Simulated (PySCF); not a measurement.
## Diatomics of C with group 12

r²SCAN with triple-zeta basis sets in PySCF, for the lowest determinant that a PBE0 search found; no spin–orbit coupling. De refers to high-spin ground-configuration atoms. A positive dipole means M(−)C(+).

| M | basis | state (unpaired electrons) | Re (Å) | ωe (cm⁻¹) | De (eV) | μ (D) |
| --- | --- | --- | --- | --- | --- | --- |
| Zn | x2c-TZVPPall | triplet (π ↑↑) | 1.937 | 513 | 1.44 | -2.64 |
| Cd | x2c-TZVPPall | triplet (π ↑↑) | 2.158 | 423 | 1.19 | -2.92 |
| Hg | x2c-TZVPPall | triplet (π ↑↑) | 2.089 | 441 | 1.06 | -2.46 |

The shortest bond is that of ZnC (1.937 Å), the longest that of CdC (2.158 Å).

Down a group the atoms grow and get heavier, so bonds lengthen and wavenumbers fall; the exceptions here are the shorter bond at Hg and the higher wavenumber at Hg. Relativity and the filled 4f shell contract the atoms of the sixth period.

These are scalar-relativistic numbers at best; spin–orbit coupling would shift them, the dissociation energy most. States were picked by a PBE0 search and need not be the measured ground states.
